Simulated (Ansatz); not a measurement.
Ideal-gas functions of `SB(S)S` at 800 K and 1 bar, from an Ansatz frequency run at PBE0-D4/def2-TZVP.

Molar mass 110.04 g/mol, point group Cs (symmetry number 1), electronic degeneracy 1, moments of inertia 159.696, 170.357, 330.053 u Å². Harmonic wavenumbers (cm⁻¹, unscaled): 124, 208, 231, 329, 372, 421, 445, 765, 801, 810, 1018, 1056, 2708, 2712, 2722.

Use S(trans) = R[1.5 ln M + 2.5 ln T − 1.1517]; rotational temperatures θ = 24.2544 K / I; S(rot) = R[ln(√π/σ · √(T³/θAθBθC)) + 1.5]; for each mode x = 1.438777 ν̃/T, S = R[x/(eˣ − 1) − ln(1 − e⁻ˣ)] and H = RT x/(eˣ − 1); 1 cm⁻¹ = 0.0119627 kJ/mol; R = 8.31446 J/(mol·K).

By hand: the entropy, in J/(mol·K).

Translation 188.0. Rotation: θ = 0.1519, 0.1424, 0.0735 K, giving 127.4. Vibration, mode by mode: 20.81, 16.54, 15.68, 12.80, 11.81, 10.82, 10.38, 6.29, 5.96, 5.88, 4.36, 4.13, 0.38, 0.37, 0.37, in all 126.6. Electronic 0.0. Sum 442.0 J/(mol·K).

By hand: H − E and G − E in kJ/mol, counted from the electronic energy.

Zero-point energy ½ × 14722 × 0.0119627 = 88.1; thermal vibration 49.4; translation, rotation and pV give 4 RT = 26.6. H − E = 164.1 kJ/mol, and G − E = 164.1 − 800 × 442.0/1000 = -189.5 kJ/mol.

Vibration gives 29 % of the entropy, 20.8 J/(mol·K) of it from the mode under 150 cm⁻¹: soft modes count most, and the harmonic formula is weakest for them. The sum counts one conformer and one mirror image; others add a mixing term.
